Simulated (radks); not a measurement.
Polarisability of the bromine ion Br4+, [Ar] 3d10 4s2 4p1, at imaginary frequency. Calculated with a radial shooting solver on a logarithmic mesh with Libxc functionals: non-relativistic Kohn-Sham, LB94 model potential, spin-polarised, spherical densities, point nucleus; open shells are filled with parallel spins first. Response by self-consistent Sternheimer equations with the Hartree and adiabatic LDA kernel.

w (hartree),alpha1(iw) (bohr^3)
0.00266,4.445
0.0143,4.443
0.0360,4.435
0.0697,4.408
0.118,4.342
0.186,4.200
0.280,3.929
0.413,3.475
0.605,2.820
0.892,2.043
1.35,1.308
2.12,0.7541
3.59,0.4009
6.94,0.1834
17.5,0.05084

Static values: alpha1 = 4.445 bohr^3 (0.6586 angstrom^3; uncoupled 7.377). C6 = 12.74, triple-dipole C9 = 40.06 atomic units. One-pole (London) frequency 4 C6 / (3 alpha1^2) = 0.860 hartree, against 2.207 for minus the highest occupied eigenvalue.
